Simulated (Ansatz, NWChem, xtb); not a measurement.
Ligand exchange: AlCl + NaI → AlI + NaCl

Gas-phase species: AlCl (aluminium monochloride), singlet; NaI (Sodium Iodide), singlet; AlI (iodoaluminum), singlet; NaCl, singlet. The partners trade Cl for I: Al–Cl and Na–I bonds give way to Al–I and Na–Cl.

Shapes, held fixed at every level: measured bond length; NaI, NaCl from PBE0-D4/def2-TZVP. Programs: Ansatz 0.2.0, NWChem 7.3.0, xtb 6.7.1. Electronic energies: no zero-point or thermal term.

```json
{"level": "GFN1-xTB", "kind": "semi-empirical", "ΔE (kJ/mol)": "-52.2"}
{"level": "SVWN5/STO-3G", "kind": "LDA", "ΔE (kJ/mol)": "+31.8"}
{"level": "r2SCAN0/STO-3G", "kind": "global hybrid", "ΔE (kJ/mol)": "+25.8"}
{"level": "wB97X/STO-3G", "kind": "range-separated hybrid", "ΔE (kJ/mol)": "+29.4"}
{"level": "CCSDT(Q)/STO-3G", "kind": "coupled cluster or CI", "ΔE (kJ/mol)": "+26.0"}
{"level": "CCSDTQ/STO-3G", "kind": "coupled cluster or CI", "ΔE (kJ/mol)": "+26.0"}
{"level": "FCI/STO-3G", "kind": "full CI, core frozen", "ΔE (kJ/mol)": "+26.0"}
{"level": "PBE0/def2-SVP", "kind": "global hybrid", "ΔE (kJ/mol)": "+41.8"}
```

PBE0/def2-SVP gives ΔE = +41.8 kJ/mol; the levels span -52.2 to +41.8. They disagree on the sign: 7 of 8 are positive. GFN1-xTB strays far from the other rows. The median of the levels is +26.0. No measured value is set beside it here. For atoms past krypton def2 sets carry core potentials with scalar relativity. All-electron rows are non-relativistic unless named. Outer-core shells of I, Na are correlated, in sets that cover them unevenly. Sets without diffuse functions underbind ionic bonds of s-block metals. Rows in sets without polarisation functions are far from converged.
